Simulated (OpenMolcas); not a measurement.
Sm3+ with 6 ligands (chloride) in trigonal antiprismatic coordination (D3d), a polar angle of 61.3° against the regular 54.74°. A charge of +0.5 e stands 2.4 Å behind each ligand. Ligand basis ANO-RCC-VDZP.

```yaml
Program: OpenMolcas
Method: CASSCF
Basis: ANO-RCC-VDZP [7s6p4d2f1g]
Scalar_Hamiltonian: DKH2, point nucleus
Active_space: 5 electrons in 7 orbitals (4f)
State_averaging: 2S+1 = 6 odd, 21 roots; 2S+1 = 4 odd, 128 roots kept (CI in the orbitals of an earlier block, 108 in the spin-orbit step); 2S+1 = 2 odd, 130 roots kept (CI in the orbitals of an earlier block, 40 in the spin-orbit step)
Spin-orbit_coupling: state interaction with AMFI integrals over the reference wave functions
```

All ligands move together. At R = 2.72 Å the width of the lowest J multiplet is 279 cm-1, and at R = 2.79 Å it is 270 cm-1.

Question: A third run gives 296 cm-1. What distance was it run at?

Answer: With a power law R^-n the two known points give n = -ln(270 / 279) / ln(2.79 / 2.72) = 1.29. Then R = 2.72 × (279 / 296)^(1/1.29) = 2.598 Å. The run was at 2.53 Å, so the estimate is off by +0.068 Å.

High states are left out of the spin-orbit mixing, which shifts the levels that they would mix with. Without dynamic correlation the ligand-field splitting of an f shell can come out too small, at times by half. A group larger than the point group allows holds several states that coincide in this model. No measured value stands beside these numbers; the geometry is a model, was not optimised and need not be the one that this ion takes.
